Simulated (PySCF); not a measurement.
# The Se–O bond energy of SeO₃

Computed with PySCF, PBE, basis Se def2-TZVP, O def2-TZVP (no relativity, density fitting).

Each entry is the lowest minimum that a search over a few typed start shapes (and spin states, where more than one is plausible) found, or that minimum re-optimised at the stated level; isomers with ligand–ligand bonds, or fragments after loss of a ligand pair, can lie lower.

Total energies (Eh), which compare only within these settings: O atom -75.00969.

```tsv
species	2S+1	group	E (Eh)	ZPE (kJ/mol)
SeO₂	1	C2v	-2551.51435	13.3
SeO₃	1	D3h	-2626.62925	22.5
```

Q: What are De and D0 for SeO₃ → SeO₂ + O?

A: De = [(-2551.51435) + (-75.00969) − (-2626.62925)] × 2625.5 = 276 kJ/mol. The zero-point energy changes by -9.2 kJ/mol, so D0 = 267 kJ/mol.

Atoms and open shells are unrestricted, without spin–orbit or basis-set superposition corrections.
